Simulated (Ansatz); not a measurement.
Computed with Ansatz on PBE0-D4/def2-TZVP structures; ΔE is electronic, products minus reactants. CCSD(T)/CBS adds triple-zeta CCSD(T) − MP2 to the extrapolated MP2 energy (def2 sets, frozen cores). This one scheme is used for every species. Functionals use def2-TZVPP. B3LYP here is the variant with VWN-RPA as its local correlation; programs differ in this. HSE06 is defined as in plane-wave codes. One conformer a species, not always the lowest.

Consider the cleavage of the Si–B bond: `C=NB[SiH3]` + `O[Si]S` → `[SiH3]O[Si]S` + `BN=C`.

```
             level  ΔE (kJ/mol)  difference from CCSD(T)/CBS
           BLYP-D4       -100.2                          6.1
          B3LYP-D4       -107.0                         -0.7
        r2SCANh-D4       -100.7                          5.6
           ωB97M-V       -107.6                         -1.3
            B2PLYP       -109.8                         -3.5
             B3LYP       -105.4                          0.9
           r2SCAN0       -103.3                          3.0
             HSE06        -89.8                         16.5
       HF/def2-SVP       -127.3                        -21.0
SCS-MP2/def2-TZVPP       -117.6                        -11.3
       CCSD(T)/CBS       -106.3                            0
```

Largest T1 diagnostic among the species: 0.017.

At CCSD(T), def2-SVP lies +4.0 kJ/mol from the extrapolated value and def2-TZVPP −0.0 kJ/mol. From BLYP to BHLYP (50 % exact exchange), in def2-TZVPP and without D4, ΔE moves by −19.7 kJ/mol.
